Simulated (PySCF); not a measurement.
O$_{4}$Os (SMILES [O]=[Os](=[O])(=[O])=[O]), singlet, at a GFN2-xTB geometry (such geometries of metal compounds can be far from the true shape) (core potentials on Os), with bond 2-1 at 1.5 times its length; PBE0/def2-SVP run with PySCF.

Here is a job for PySCF.
```python
from pyscf import gto, scf, dft

mol = gto.M(
    atom='''
Os    0.00000000   -0.00000000    0.00000000
O     1.66919130    0.98753404   -1.46312648
O     0.73850384   -0.82037554    1.18523383
O    -0.93629128   -1.00940387   -0.85302150
O    -0.91500677    1.17142338    0.64320532
''',
    basis='def2-svp',
    ecp={'Os': 'def2-svp'},
    verbose=4,
)

mf = dft.RKS(mol)
mf.xc = 'pbe0'
mf.kernel()
mo_i, mo_e, stable_i, stable_e = mf.stability(internal=True, external=True, return_status=True, nroots=6, tol=1e-6)
print('internally stable:', stable_i, ' externally stable:', stable_e)
if not stable_e:
    umf = mf.to_uhf() if not hasattr(mf, 'xc') else mf.to_uks()
    umf.scf_summary = {}
    umf.kernel(umf.make_rdm1(mo_e, umf.mo_occ))
```

Task: Write the output that PySCF gives for this input, abridged.

Result: 
```
PySCF version 2.14.0

[INPUT] verbose = 4
[INPUT] num. atoms = 5
[INPUT] num. electrons = 48
[INPUT] charge = 0
[INPUT] spin (= nelec alpha-beta = 2S) = 0
[INPUT] symmetry False subgroup None
[INPUT] Mole.unit = angstrom
[INPUT] Symbol           X                Y                Z      unit          X                Y                Z       unit  Magmom
[...]
nuclear repulsion = 222.189172086111
number of shells = 36
number of NR pGTOs = 153
number of NR cGTOs = 88
basis = def2-svp
ecp = {'Os': 'def2-svp'}

******** <class 'pyscf.dft.rks.RKS'> ********
method = RKS
initial guess = minao
damping factor = 0
level_shift factor = 0
DIIS = <class 'pyscf.scf.diis.CDIIS'>
diis_start_cycle = 1
diis_space = 8
diis_damp = 0
SCF conv_tol = 1e-09
SCF conv_tol_grad = None
SCF max_cycles = 50
direct_scf = True
direct_scf_tol = 1e-13
XC library pyscf.dft.libxc version 7.1.2
    S. Lehtola, C. Steigemann, M. J. T. Oliveira, and M. A. L. Marques,  SoftwareX 7, 1–5 (2018)
XC functionals = pbe0
    C. Adamo and V. Barone,  J. Chem. Phys. 110, 6158 (1999)
    M. Ernzerhof and G. E. Scuseria,  J. Chem. Phys. 110, 5029 (1999)
radial grids:
    Treutler-Ahlrichs [JCP 102, 346 (1995); DOI:10.1063/1.469408] (M4) radial grids

becke partition: Becke, JCP 88, 2547 (1988); DOI:10.1063/1.454033
pruning grids: <function nwchem_prune>
grids dens level: 3
symmetrized grids: False
atomic radii adjust function: <function treutler_atomic_radii_adjust>
small_rho_cutoff = 0
Set gradient conv threshold to 3.16228e-05
Initial guess from minao.
tot grids = 80640
init E= -378.798258123433
cycle= 1 E= -390.272822502737  delta_E= -11.5  |g|= 1.65  |ddm|= 8.31
cycle= 2 E= -382.039469405222  delta_E= 8.23  |g|= 4.14  |ddm|= 5.25
cycle= 3 E= -389.73492083009  delta_E= -7.7  |g|= 1.98  |ddm|= 5.09
cycle= 4 E= -390.60145544578  delta_E= -0.867  |g|= 0.851  |ddm|= 1.23
cycle= 5 E= -390.601842074062  delta_E= -0.000387  |g|= 0.916  |ddm|= 0.485
cycle= 6 E= -390.772741767603  delta_E= -0.171  |g|= 0.454  |ddm|= 0.519
cycle= 7 E= -390.79017326028  delta_E= -0.0174  |g|= 0.341  |ddm|= 0.131
cycle= 8 E= -390.811216046902  delta_E= -0.021  |g|= 0.19  |ddm|= 0.149
cycle= 9 E= -390.820568062469  delta_E= -0.00935  |g|= 0.0268  |ddm|= 0.175
cycle= 10 E= -390.820511768173  delta_E= 5.63e-05  |g|= 0.0356  |ddm|= 0.0436
cycle= 11 E= -390.820740513477  delta_E= -0.000229  |g|= 0.0111  |ddm|= 0.0251
cycle= 12 E= -390.820781351193  delta_E= -4.08e-05  |g|= 0.00337  |ddm|= 0.0161
cycle= 13 E= -390.820787584851  delta_E= -6.23e-06  |g|= 0.00127  |ddm|= 0.0113
cycle= 14 E= -390.82078747026  delta_E= 1.15e-07  |g|= 0.00139  |ddm|= 0.00129
cycle= 15 E= -390.820788086638  delta_E= -6.16e-07  |g|= 0.000217  |ddm|= 0.00307
cycle= 16 E= -390.820788098405  delta_E= -1.18e-08  |g|= 4.92e-05  |ddm|= 0.000187
cycle= 17 E= -390.820788098968  delta_E= -5.63e-10  |g|= 1.51e-05  |ddm|= 0.000111
Extra cycle  E= -390.820788097719  delta_E= 1.25e-09  |g|= 7.36e-05  |ddm|= 7.35e-05
converged SCF energy = -390.820788097719
rhf_internal: lowest eigs of H = [0.22477023 0.22478262 0.25030866 0.25031065 0.28658487 0.3155434 ]
<class 'pyscf.dft.rks.RKS'> wavefunction is stable in the internal stability analysis
rhf_real2complex: lowest eigs of H = [0.01879173 0.01879289 0.04759636 0.07140049 0.07140839 0.07140866]
<class 'pyscf.dft.rks.RKS'> wavefunction is stable in the real -> complex stability analysis
rhf_external: lowest eigs of H = [-0.03845922 -0.03845848 -0.01655813  0.02118669  0.0257858   0.02578595]
<class 'pyscf.dft.rks.RKS'> wavefunction has an RHF/RKS -> UHF/UKS instability
internally stable: True  externally stable: False

******** <class 'pyscf.dft.uks.UKS'> ********
method = UKS
initial guess = minao
damping factor = 0
level_shift factor = 0
DIIS = <class 'pyscf.scf.diis.CDIIS'>
diis_start_cycle = 1
diis_space = 8
diis_damp = 0
SCF conv_tol = 1e-09
SCF conv_tol_grad = None
SCF max_cycles = 50
direct_scf = True
direct_scf_tol = 1e-13
number electrons alpha = 24  beta = 24
XC library pyscf.dft.libxc version 7.1.2
    S. Lehtola, C. Steigemann, M. J. T. Oliveira, and M. A. L. Marques,  SoftwareX 7, 1–5 (2018)
XC functionals = pbe0
    C. Adamo and V. Barone,  J. Chem. Phys. 110, 6158 (1999)
    M. Ernzerhof and G. E. Scuseria,  J. Chem. Phys. 110, 5029 (1999)
radial grids:
    Treutler-Ahlrichs [JCP 102, 346 (1995); DOI:10.1063/1.469408] (M4) radial grids

becke partition: Becke, JCP 88, 2547 (1988); DOI:10.1063/1.454033
pruning grids: <function nwchem_prune>
grids dens level: 3
symmetrized grids: False
atomic radii adjust function: <function treutler_atomic_radii_adjust>
small_rho_cutoff = 0
Set gradient conv threshold to 3.16228e-05
init E= -390.777049606072
cycle= 1 E= -390.482564395148  delta_E= 0.294  |g|= 0.836  |ddm|= 1.04
cycle= 2 E= -382.162394883148  delta_E= 8.32  |g|= 2.86  |ddm|= 3.22
cycle= 3 E= -390.31088116707  delta_E= -8.15  |g|= 0.96  |ddm|= 3.19
cycle= 4 E= -390.70178683085  delta_E= -0.391  |g|= 0.446  |ddm|= 0.568
cycle= 5 E= -390.765745691556  delta_E= -0.064  |g|= 0.349  |ddm|= 0.305
cycle= 6 E= -390.81730724564  delta_E= -0.0516  |g|= 0.115  |ddm|= 0.24
cycle= 7 E= -390.810201059377  delta_E= 0.00711  |g|= 0.187  |ddm|= 0.202
cycle= 8 E= -390.821916219275  delta_E= -0.0117  |g|= 0.0714  |ddm|= 0.161
cycle= 9 E= -390.824133857235  delta_E= -0.00222  |g|= 0.0414  |ddm|= 0.0543
cycle= 10 E= -390.82564254328  delta_E= -0.00151  |g|= 0.014  |ddm|= 0.0646
cycle= 11 E= -390.826243775836  delta_E= -0.000601  |g|= 0.0171  |ddm|= 0.0477
cycle= 12 E= -390.826689011381  delta_E= -0.000445  |g|= 0.015  |ddm|= 0.0317
cycle= 13 E= -390.827885426484  delta_E= -0.0012  |g|= 0.024  |ddm|= 0.323
cycle= 14 E= -390.828460645656  delta_E= -0.000575  |g|= 0.00625  |ddm|= 0.12
cycle= 15 E= -390.82850625032  delta_E= -4.56e-05  |g|= 0.00314  |ddm|= 0.016
cycle= 16 E= -390.828525993829  delta_E= -1.97e-05  |g|= 0.00047  |ddm|= 0.021
cycle= 17 E= -390.828526550175  delta_E= -5.56e-07  |g|= 0.000329  |ddm|= 0.00222
cycle= 18 E= -390.828526642783  delta_E= -9.26e-08  |g|= 0.00025  |ddm|= 0.000896
cycle= 19 E= -390.828526975802  delta_E= -3.33e-07  |g|= 0.000216  |ddm|= 0.00266
cycle= 20 E= -390.828527097537  delta_E= -1.22e-07  |g|= 0.000189  |ddm|= 0.000971
cycle= 21 E= -390.828527222644  delta_E= -1.25e-07  |g|= 0.000119  |ddm|= 0.00108
cycle= 22 E= -390.828527344337  delta_E= -1.22e-07  |g|= 8.74e-05  |ddm|= 0.0012
cycle= 23 E= -390.82852745038  delta_E= -1.06e-07  |g|= 8.55e-05  |ddm|= 0.00111
cycle= 24 E= -390.828527557169  delta_E= -1.07e-07  |g|= 7.37e-05  |ddm|= 0.0012
cycle= 25 E= -390.828527688182  delta_E= -1.31e-07  |g|= 7.59e-05  |ddm|= 0.00162
cycle= 26 E= -390.828527815134  delta_E= -1.27e-07  |g|= 7.04e-05  |ddm|= 0.00173
cycle= 27 E= -390.828527879697  delta_E= -6.46e-08  |g|= 6.92e-05  |ddm|= 0.00095
cycle= 28 E= -390.828528029207  delta_E= -1.5e-07  |g|= 5.31e-05  |ddm|= 0.00269
cycle= 29 E= -390.828528143446  delta_E= -1.14e-07  |g|= 3.51e-05  |ddm|= 0.00282
cycle= 30 E= -390.82852820212  delta_E= -5.87e-08  |g|= 5.46e-05  |ddm|= 0.00235
cycle= 31 E= -390.828528216718  delta_E= -1.46e-08  |g|= 2.24e-05  |ddm|= 0.000943
cycle= 32 E= -390.82852822557  delta_E= -8.85e-09  |g|= 1.67e-05  |ddm|= 0.000822
cycle= 33 E= -390.828528226478  delta_E= -9.09e-10  |g|= 1.73e-05  |ddm|= 5.99e-05
Extra cycle  E= -390.828528226682  delta_E= -2.04e-10  |g|= 4.58e-05  |ddm|= 8.66e-05
converged SCF energy = -390.828528226682  <S^2> = 0.66107497  2S+1 = 1.9090049
```
